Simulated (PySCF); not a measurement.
Calculation: PBE-D3(BJ)/def2-TZVP // B3LYP-D3(BJ)/def2-TZVP (PySCF 2.14.0). Gas-phase values, no solvent. 

Reference species (SMILES): `C1=C[SiH2]1` (neutral, multiplicity 1).

```yaml
LUMO: -1.34 eV
HOMO–LUMO gap: 4.98 eV
```

Changed species: `C1C[Si]1`.

What does the change do to the LUMO and HOMO–LUMO gap?

the LUMO falls by 1.97 eV, to -3.31 eV; the HOMO–LUMO gap falls by 2.82 eV, to 2.16 eV.
